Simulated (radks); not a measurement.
Valence configurations of neutral ruthenium (all share [Kr]). Calculated with a radial shooting solver on a logarithmic mesh with Libxc functionals: Dirac Kohn-Sham, PBE, spin-unpolarised, spherical densities, finite nucleus; open shells fill j = l - 1/2 first; Fermi nuclear charge, rms radius 4.4809 fm. Energies are relative to 4d7 5s1; eigenvalues in eV.

4d7 5s1: E (eV) 0.000; e(4d3/2) -5.353; e(4d5/2) -5.032; e(5s1/2) -4.230
4d6 5s1 5p1: E (eV) 5.356; e(4d3/2) -9.211; e(4d5/2) -8.856; e(5p1/2) -2.156; e(5s1/2) -6.095
4d7 5p1: E (eV) 3.369; e(4d3/2) -6.826; e(4d5/2) -6.500; e(5p1/2) -1.753
4d6 5s2: E (eV) 1.525; e(4d3/2) -7.821; e(4d5/2) -7.471; e(5s1/2) -5.176
4d5 5s1 5p2: E (eV) 13.450; e(4d3/2) -13.065; e(4d5/2) -12.676; e(5p1/2) -3.161; e(5s1/2) -7.719
4d5.5 5s1.5 5p1: E (eV) 6.945; e(4d3/2) -10.522; e(4d5/2) -10.152; e(5p1/2) -2.378; e(5s1/2) -6.544
4d6.5 5s1 5p0.5: E (eV) 2.345; e(4d3/2) -7.295; e(4d5/2) -6.957; e(5p1/2) -1.608; e(5s1/2) -5.208
4d5 5s2 5p1: E (eV) 8.973; e(4d3/2) -11.898; e(4d5/2) -11.513; e(5p1/2) -2.610; e(5s1/2) -7.003
4d8: E (eV) -0.183; e(4d3/2) -3.303; e(4d5/2) -3.010
4d6.5 5s1.5: E (eV) 0.576; e(4d3/2) -6.543; e(4d5/2) -6.208; e(5s1/2) -4.694

NIST lists [Kr] 4d7 5s1 as the ground configuration; this level of theory puts 4d8 lower, by 0.183 eV. The energies are those of spherical spin-averaged densities, not of single terms.
